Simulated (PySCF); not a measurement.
Electronic structure of As (arsenic, neutral) at the UHF level

Configuration: [Ar] 3d10 4s2 4p3, high-spin 4S determinant. Computed with PySCF 2.14 in aug-cc-pVDZ-DK (6s5p3d, 36 functions), with the spin-free X2C one-electron Hamiltonian (Gaussian nucleus).

- Total energy: -2258.917865 hartree
- One-electron energy: -3146.0453 hartree
- Hartree (Coulomb) energy: 969.8783 hartree
- Exchange energy: -82.7508 hartree
- ⟨S²⟩: 3.7510
- ⟨L²⟩: 0.000
- Sum of ⟨r⟩: 24.68 bohr
- Sum of ⟨r²⟩: 40.76 bohr²
- Langevin diamagnetic susceptibility: -32.3 ×10⁻⁶ cm³/mol
- Time after the integrals: 0.09 s of wall time on 1 thread of Neoverse-V2 (shared host)

```json
{"shell": "1s α", "electrons": "1", "mean orbital energy (hartree)": "-438.93039", "rms radius, mean of both spins (bohr)": "0.0524"}
{"shell": "1s β", "electrons": "1", "mean orbital energy (hartree)": "-438.92282", "rms radius, mean of both spins (bohr)": "0.0524"}
{"shell": "2s α", "electrons": "1", "mean orbital energy (hartree)": "-57.78403", "rms radius, mean of both spins (bohr)": "0.219"}
{"shell": "2s β", "electrons": "1", "mean orbital energy (hartree)": "-57.78053", "rms radius, mean of both spins (bohr)": "0.219"}
{"shell": "2p α", "electrons": "3", "mean orbital energy (hartree)": "-50.50075", "rms radius, mean of both spins (bohr)": "0.196"}
{"shell": "2p β", "electrons": "3", "mean orbital energy (hartree)": "-50.49248", "rms radius, mean of both spins (bohr)": "0.196"}
{"shell": "3s α", "electrons": "1", "mean orbital energy (hartree)": "-8.28706", "rms radius, mean of both spins (bohr)": "0.639"}
{"shell": "3s β", "electrons": "1", "mean orbital energy (hartree)": "-8.27220", "rms radius, mean of both spins (bohr)": "0.639"}
{"shell": "3p α", "electrons": "3", "mean orbital energy (hartree)": "-5.94949", "rms radius, mean of both spins (bohr)": "0.667"}
{"shell": "3p β", "electrons": "3", "mean orbital energy (hartree)": "-5.92917", "rms radius, mean of both spins (bohr)": "0.667"}
{"shell": "3d α", "electrons": "5", "mean orbital energy (hartree)": "-2.07370", "rms radius, mean of both spins (bohr)": "0.751"}
{"shell": "3d β", "electrons": "5", "mean orbital energy (hartree)": "-2.06224", "rms radius, mean of both spins (bohr)": "0.751"}
{"shell": "4s α", "electrons": "1", "mean orbital energy (hartree)": "-0.83411", "rms radius, mean of both spins (bohr)": "2.14"}
{"shell": "4s β", "electrons": "1", "mean orbital energy (hartree)": "-0.57609", "rms radius, mean of both spins (bohr)": "2.14"}
{"shell": "4p α", "electrons": "3", "mean orbital energy (hartree)": "-0.36927", "rms radius, mean of both spins (bohr)": "2.71"}
```

Densities and radii are taken from the X2C orbitals without a picture-change correction, which distorts them close to the nucleus.
